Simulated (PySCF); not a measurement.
**PySCF run on KS⁺**

File input.py (PySCF 2.14):

```python
from pyscf import gto, scf
from pyscf.geomopt.geometric_solver import optimize

mol = gto.M(
    atom='K 0 0 0; S 0 0 2.818',
    basis='6-31+g*',
    charge=1,
    spin=2,
    verbose=4,
)
mf = scf.UHF(mol)
mf.kernel()
mol_eq = optimize(mf, maxsteps=30)
print('optimised geometry (angstrom)')
print(mol_eq.tostring('raw'))
print('orbital energies (hartree):', [e[max(0, n-3):n+3].round(4) for e, n in zip(mf.mo_energy, mol.nelec)])
```

```bash
$ python input.py
```

The log (some set-up lines and the per-cycle HOMO/LUMO lines with their warnings removed):

```
PySCF version 2.14.0

[INPUT] verbose = 4
[INPUT] num. atoms = 2
[INPUT] num. electrons = 34
[INPUT] charge = 1
[INPUT] spin (= nelec alpha-beta = 2S) = 2
[INPUT] symmetry False subgroup None
[INPUT] Mole.unit = angstrom
[INPUT] Symbol           X                Y                Z      unit          X                Y                Z       unit  Magmom
[INPUT]  1 K      0.000000000000   0.000000000000   0.000000000000 AA    0.000000000000   0.000000000000   0.000000000000 Bohr   0.0
[INPUT]  2 S      0.000000000000   0.000000000000   2.818000000000 AA    0.000000000000   0.000000000000   5.325248219024 Bohr   0.0

nuclear repulsion = 57.0865408515543
number of shells = 22
number of NR pGTOs = 134
number of NR cGTOs = 48
basis = 6-31+g*
ecp = {}

******** <class 'pyscf.scf.uhf.UHF'> ********
method = UHF
initial guess = minao
damping factor = 0
level_shift factor = 0
DIIS = <class 'pyscf.scf.diis.CDIIS'>
diis_start_cycle = 1
diis_space = 8
diis_damp = 0
SCF conv_tol = 1e-09
SCF conv_tol_grad = None
SCF max_cycles = 50
direct_scf = True
direct_scf_tol = 1e-13
number electrons alpha = 18  beta = 16
Set gradient conv threshold to 3.16228e-05
init E= -996.306327688878

cycle= 1 E= -996.420251301379  delta_E= -0.114  |g|= 0.136  |ddm|= 1.01
cycle= 2 E= -996.440446399517  delta_E= -0.0202  |g|= 0.0374  |ddm|= 0.266
cycle= 3 E= -996.441669121054  delta_E= -0.00122  |g|= 0.0111  |ddm|= 0.0845
cycle= 4 E= -996.441827256096  delta_E= -0.000158  |g|= 0.002  |ddm|= 0.0282
cycle= 5 E= -996.441833091119  delta_E= -5.84e-06  |g|= 0.000492  |ddm|= 0.006
cycle= 6 E= -996.441833521473  delta_E= -4.3e-07  |g|= 9.67e-05  |ddm|= 0.00187
cycle= 7 E= -996.441833540307  delta_E= -1.88e-08  |g|= 2.37e-05  |ddm|= 0.000367
cycle= 8 E= -996.441833541601  delta_E= -1.29e-09  |g|= 3.1e-06  |ddm|= 0.0001
cycle= 9 E= -996.441833541621  delta_E= -2.05e-11  |g|= 6.55e-07  |ddm|= 1.4e-05
Extra cycle  E= -996.441833541623  delta_E= -1.59e-12  |g|= 3.08e-07  |ddm|= 1.69e-06
converged SCF energy = -996.441833541623  <S^2> = 2.0068459  2S+1 = 3.0045605
Create scanner for <class 'pyscf.grad.uhf.Gradients'>
Create scanner for <class 'pyscf.scf.uhf.UHF'>
input.py

Current date and time:

#|     Arguments passed to driver run_optimizer():      |#
customengine              <pyscf.geomopt.geometric_solver.PySCFEngine object>
logIni                    <dir>
maxiter                   30
----------------------------------------------------------
Custom engine selected.
Bonds will be generated from interatomic distances less than 1.20 times sum of covalent radii
6 internal coordinates being used (instead of 6 Cartesians)
Internal coordinate system (atoms numbered from 1):
Distance 1-2
Translation-X 1-2
Translation-Y 1-2
Translation-Z 1-2
Rotation-A 1-2
Rotation-B 1-2
Rotation-C 1-2
<class 'geometric.internal.Distance'> : 1
<class 'geometric.internal.TranslationX'> : 1
<class 'geometric.internal.TranslationY'> : 1
<class 'geometric.internal.TranslationZ'> : 1
<class 'geometric.internal.RotationA'> : 1
<class 'geometric.internal.RotationB'> : 1
<class 'geometric.internal.RotationC'> : 1
> ===== Optimization Info: ====
> Job type: Energy minimization
> Maximum number of optimization cycles: 30
> Initial / maximum trust radius (Angstrom): 0.100 / 0.300
> Convergence Criteria:
> Will converge when all 5 criteria are reached:
>  |Delta-E| < 1.00e-06
>  RMS-Grad  < 3.00e-04
>  Max-Grad  < 4.50e-04
>  RMS-Disp  < 1.20e-03
>  Max-Disp  < 1.80e-03
> === End Optimization Info ===

Geometry optimization cycle 1
Cartesian coordinates (Angstrom)
 Atom        New coordinates             dX        dY        dZ
   K   0.000000   0.000000   0.000000    0.000000  0.000000  0.000000
   S   0.000000   0.000000   2.818000    0.000000  0.000000  0.000000

WARN: Mole.unit (angstrom) is changed to Bohr

New geometry
   1 K      0.000000000000   0.000000000000   0.000000000000 AA    0.000000000000   0.000000000000   0.000000000000 Bohr
   2 S      0.000000000000   0.000000000000   2.818000000000 AA    0.000000000000   0.000000000000   5.325248219024 Bohr

******** <class 'pyscf.scf.hf.UHF_Scanner'> ********
method = UHF_Scanner
initial guess = minao
damping factor = 0
level_shift factor = 0
DIIS = <class 'pyscf.scf.diis.CDIIS'>
diis_start_cycle = 1
diis_space = 8
diis_damp = 0
SCF conv_tol = 1e-09
SCF conv_tol_grad = None
SCF max_cycles = 50
direct_scf = True
direct_scf_tol = 1e-13
number electrons alpha = 18  beta = 16
Set gradient conv threshold to 3.16228e-05
init E= -996.441833541623
cycle= 1 E= -996.441833541622  delta_E= 1.36e-12  |g|= 1.53e-07  |ddm|= 7.97e-07
Extra cycle  E= -996.441833541623  delta_E= -1.82e-12  |g|= 7.77e-08  |ddm|= 3.94e-07
converged SCF energy = -996.441833541623  <S^2> = 2.0068459  2S+1 = 3.0045605

******** <class 'pyscf.grad.rhf.Gradients_Scanner'> for <class 'pyscf.scf.hf.UHF_Scanner'> ********
unit = Eh/Bohr
--------------- UHF_Scanner gradients ---------------
         x                y                z
0 K    -0.0000000000    -0.0000000000     0.0324434178
1 S     0.0000000000     0.0000000000    -0.0324434178
----------------------------------------------
cycle 1: E = -996.441833542  dE = -996.442  norm(grad) = 0.0458819
Step    0 : Gradient = 3.244e-02/3.244e-02 (rms/max) Energy = -996.4418335416
Hessian Eigenvalues: 5.00000e-02 5.00000e-02 5.00000e-02 ... 5.00000e-02 5.00000e-02 5.01761e-02

Geometry optimization cycle 2
Cartesian coordinates (Angstrom)
 Atom        New coordinates             dX        dY        dZ
   K   0.000000   0.000000  -0.100000    0.000000  0.000000 -0.100000
   S  -0.000000  -0.000000   2.918000   -0.000000 -0.000000  0.100000
New geometry
   1 K      0.000000000000   0.000000000000  -0.100000000003 AA    0.000000000000   0.000000000000  -0.188972612463 Bohr
   2 S     -0.000000000000  -0.000000000000   2.918000000003 AA   -0.000000000000  -0.000000000000   5.514220831486 Bohr

******** <class 'pyscf.scf.hf.UHF_Scanner'> ********
method = UHF_Scanner
initial guess = minao
damping factor = 0
level_shift factor = 0
DIIS = <class 'pyscf.scf.diis.CDIIS'>
diis_start_cycle = 1
diis_space = 8
diis_damp = 0
SCF conv_tol = 1e-09
SCF conv_tol_grad = None
SCF max_cycles = 50
direct_scf = True
direct_scf_tol = 1e-13
number electrons alpha = 18  beta = 16
Set gradient conv threshold to 3.16228e-05
init E= -996.45424937795
cycle= 1 E= -996.450494937856  delta_E= 0.00375  |g|= 0.00387  |ddm|= 0.0774
cycle= 2 E= -996.450512759386  delta_E= -1.78e-05  |g|= 0.00106  |ddm|= 0.0116
cycle= 3 E= -996.450514828233  delta_E= -2.07e-06  |g|= 0.000268  |ddm|= 0.00388
cycle= 4 E= -996.450514995599  delta_E= -1.67e-07  |g|= 7.04e-05  |ddm|= 0.0011
cycle= 5 E= -996.450515006483  delta_E= -1.09e-08  |g|= 2.05e-05  |ddm|= 0.000276
cycle= 6 E= -996.45051500738  delta_E= -8.98e-10  |g|= 4.46e-06  |ddm|= 8.21e-05
Extra cycle  E= -996.450515007411  delta_E= -3.07e-11  |g|= 2.25e-06  |ddm|= 1.03e-05
converged SCF energy = -996.450515007411  <S^2> = 2.0070501  2S+1 = 3.0046964

******** <class 'pyscf.grad.rhf.Gradients_Scanner'> for <class 'pyscf.scf.hf.UHF_Scanner'> ********
unit = Eh/Bohr
--------------- UHF_Scanner gradients ---------------
         x                y                z
0 K    -0.0000000000    -0.0000000000     0.0152467694
1 S     0.0000000000     0.0000000000    -0.0152467694
----------------------------------------------
cycle 2: E = -996.450515007  dE = -0.00868147  norm(grad) = 0.0215622
Step    1 : Displace = 1.000e-01/1.000e-01 (rms/max) Trust = 1.000e-01 (=) Grad = 1.525e-02/1.525e-02 (rms/max) E (change) = -996.4505150074 (-8.681e-03) Quality = 1.000
Hessian Eigenvalues: 4.55004e-02 5.00000e-02 5.00000e-02 ... 5.00000e-02 5.00000e-02 5.00000e-02

Geometry optimization cycle 3
Cartesian coordinates (Angstrom)
 Atom        New coordinates             dX        dY        dZ
   K   0.000000   0.000000  -0.188661    0.000000  0.000000 -0.088661
   S  -0.000000  -0.000000   3.006661   -0.000000 -0.000000  0.088661
New geometry
   1 K      0.000000000000   0.000000000000  -0.188661284293 AA    0.000000000000   0.000000000000  -0.356518157622 Bohr
   2 S     -0.000000000000  -0.000000000000   3.006661284291 AA   -0.000000000000  -0.000000000000   5.681766376642 Bohr

******** <class 'pyscf.scf.hf.UHF_Scanner'> ********
method = UHF_Scanner
initial guess = minao
damping factor = 0
level_shift factor = 0
DIIS = <class 'pyscf.scf.diis.CDIIS'>
diis_start_cycle = 1
diis_space = 8
diis_damp = 0
SCF conv_tol = 1e-09
SCF conv_tol_grad = None
SCF max_cycles = 50
direct_scf = True
direct_scf_tol = 1e-13
number electrons alpha = 18  beta = 16
Set gradient conv threshold to 3.16228e-05
init E= -996.452110259633
cycle= 1 E= -996.454070994525  delta_E= -0.00196  |g|= 0.00279  |ddm|= 0.0548
cycle= 2 E= -996.454080274885  delta_E= -9.28e-06  |g|= 0.00071  |ddm|= 0.00919
cycle= 3 E= -996.454081100386  delta_E= -8.26e-07  |g|= 0.000205  |ddm|= 0.00274
cycle= 4 E= -996.454081196231  delta_E= -9.58e-08  |g|= 6.75e-05  |ddm|= 0.000854
[part of the log left out]
Set gradient conv threshold to 3.16228e-05
init E= -996.455172502676
cycle= 1 E= -996.455775094851  delta_E= -0.000603  |g|= 0.000243  |ddm|= 0.00401
cycle= 2 E= -996.4557751585  delta_E= -6.36e-08  |g|= 4.94e-05  |ddm|= 0.000875
cycle= 3 E= -996.455775161157  delta_E= -2.66e-09  |g|= 1.28e-05  |ddm|= 0.000208
cycle= 4 E= -996.455775161471  delta_E= -3.14e-10  |g|= 3.9e-06  |ddm|= 7.13e-05
Extra cycle  E= -996.455775161498  delta_E= -2.75e-11  |g|= 2.17e-06  |ddm|= 9.71e-06
converged SCF energy = -996.455775161498  <S^2> = 2.0072559  2S+1 = 3.0048334

******** <class 'pyscf.grad.rhf.Gradients_Scanner'> for <class 'pyscf.scf.hf.UHF_Scanner'> ********
unit = Eh/Bohr
--------------- UHF_Scanner gradients ---------------
         x                y                z
0 K     0.0000000000    -0.0000000000     0.0000329712
1 S    -0.0000000000     0.0000000000    -0.0000329712
----------------------------------------------
cycle 7: E = -996.455775161  dE = -4.92389e-06  norm(grad) = 4.66284e-05
Step    6 : Displace = 9.278e-03/9.278e-03 (rms/max) Trust = 3.000e-01 (=) Grad = 3.297e-05/3.297e-05 (rms/max) E (change) = -996.4557751615 (-4.924e-06) Quality = 1.121
Hessian Eigenvalues: 6.20216e-03 5.00000e-02 5.00000e-02 ... 5.00000e-02 5.00000e-02 5.00000e-02

Geometry optimization cycle 8
Cartesian coordinates (Angstrom)
 Atom        New coordinates             dX        dY        dZ
   K   0.000000   0.000000  -0.349622   -0.000000  0.000000 -0.001407
   S  -0.000000  -0.000000   3.167622    0.000000 -0.000000  0.001407
New geometry
   1 K      0.000000000000   0.000000000000  -0.349621794556 AA    0.000000000000   0.000000000000  -0.660689438889 Bohr
   2 S     -0.000000000000  -0.000000000000   3.167621794551 AA   -0.000000000000  -0.000000000000   5.985937657905 Bohr

******** <class 'pyscf.scf.hf.UHF_Scanner'> ********
method = UHF_Scanner
initial guess = minao
damping factor = 0
level_shift factor = 0
DIIS = <class 'pyscf.scf.diis.CDIIS'>
diis_start_cycle = 1
diis_space = 8
diis_damp = 0
SCF conv_tol = 1e-09
SCF conv_tol_grad = None
SCF max_cycles = 50
direct_scf = True
direct_scf_tol = 1e-13
number electrons alpha = 18  beta = 16
Set gradient conv threshold to 3.16228e-05
init E= -996.455683467618
cycle= 1 E= -996.455775251148  delta_E= -9.18e-05  |g|= 3.67e-05  |ddm|= 0.000604
cycle= 2 E= -996.455775252607  delta_E= -1.46e-09  |g|= 7.61e-06  |ddm|= 0.000132
cycle= 3 E= -996.455775252672  delta_E= -6.53e-11  |g|= 2.13e-06  |ddm|= 3.18e-05
Extra cycle  E= -996.455775252679  delta_E= -7.28e-12  |g|= 9.66e-07  |ddm|= 8.69e-06
converged SCF energy = -996.455775252679  <S^2> = 2.0072566  2S+1 = 3.0048338

******** <class 'pyscf.grad.rhf.Gradients_Scanner'> for <class 'pyscf.scf.hf.UHF_Scanner'> ********
unit = Eh/Bohr
--------------- UHF_Scanner gradients ---------------
         x                y                z
0 K    -0.0000000000    -0.0000000000     0.0000013384
1 S     0.0000000000     0.0000000000    -0.0000013384
----------------------------------------------
cycle 8: E = -996.455775253  dE = -9.11807e-08  norm(grad) = 1.89272e-06
Step    7 : Displace = 1.407e-03/1.407e-03 (rms/max) Trust = 3.000e-01 (=) Grad = 1.338e-06/1.338e-06 (rms/max) E (change) = -996.4557752527 (-9.118e-08) Quality = 1.040
Hessian Eigenvalues: 5.95040e-03 5.00000e-02 5.00000e-02 ... 5.00000e-02 5.00000e-02 5.00000e-02

Geometry optimization cycle 9
Cartesian coordinates (Angstrom)
 Atom        New coordinates             dX        dY        dZ
   K   0.000000   0.000000  -0.349681    0.000000  0.000000 -0.000060
   S  -0.000000  -0.000000   3.167681   -0.000000 -0.000000  0.000060
New geometry
   1 K      0.000000000000   0.000000000000  -0.349681305431 AA    0.000000000000   0.000000000000  -0.660801898144 Bohr
   2 S     -0.000000000000  -0.000000000000   3.167681305426 AA   -0.000000000000  -0.000000000000   5.986050117160 Bohr

******** <class 'pyscf.scf.hf.UHF_Scanner'> ********
method = UHF_Scanner
initial guess = minao
damping factor = 0
level_shift factor = 0
DIIS = <class 'pyscf.scf.diis.CDIIS'>
diis_start_cycle = 1
diis_space = 8
diis_damp = 0
SCF conv_tol = 1e-09
SCF conv_tol_grad = None
SCF max_cycles = 50
direct_scf = True
direct_scf_tol = 1e-13
number electrons alpha = 18  beta = 16
Set gradient conv threshold to 3.16228e-05
init E= -996.455771366806
cycle= 1 E= -996.455775252835  delta_E= -3.89e-06  |g|= 1.7e-06  |ddm|= 2.69e-05
cycle= 2 E= -996.45577525284  delta_E= -4.32e-12  |g|= 4.94e-07  |ddm|= 6.33e-06
Extra cycle  E= -996.45577525284  delta_E= 2.27e-13  |g|= 2.25e-07  |ddm|= 1.72e-06
converged SCF energy = -996.45577525284  <S^2> = 2.0072567  2S+1 = 3.0048339

******** <class 'pyscf.grad.rhf.Gradients_Scanner'> for <class 'pyscf.scf.hf.UHF_Scanner'> ********
unit = Eh/Bohr
--------------- UHF_Scanner gradients ---------------
         x                y                z
0 K    -0.0000000000    -0.0000000000     0.0000000297
1 S     0.0000000000     0.0000000000    -0.0000000297
----------------------------------------------
cycle 9: E = -996.455775253  dE = -1.60412e-10  norm(grad) = 4.19786e-08
Step    8 : Displace = 5.951e-05/5.951e-05 (rms/max) Trust = 3.000e-01 (=) Grad = 2.968e-08/2.968e-08 (rms/max) E (change) = -996.4557752528 (-1.604e-10) Quality = 1.066
Hessian Eigenvalues: 5.95040e-03 5.00000e-02 5.00000e-02 ... 5.00000e-02 5.00000e-02 5.00000e-02
Converged! =D

    #| If this code has benefited your research, please support us by citing: |#
    #| Wang, L.-P.; Song, C.C. (2016) "Geometry optimization made simple with |#
    #| translation and rotation coordinates", J. Chem, Phys. 144, 214108.     |#
    #|                                     |#
optimised geometry (angstrom)
K           0.00000000        0.00000000       -0.34968131
S          -0.00000000       -0.00000000        3.16768131
orbital energies (hartree): [array([-0.6622, -0.6622, -0.6037, -0.1318, -0.0899, -0.0899]), array([-1.1497, -0.9523, -0.5594, -0.1721, -0.1721, -0.1305])]
```

In short: E(SCF) = -996.441834 Eh, 9 cycles, ⟨S²⟩ = 2.007, all at the start geometry; optimised bond 3.517 Å with E = -996.455775 Eh after 9 steps.

Wall time 20 s on one thread of a shared host.

The last line lists the levels of the start geometry. No search for the lowest solution was made.
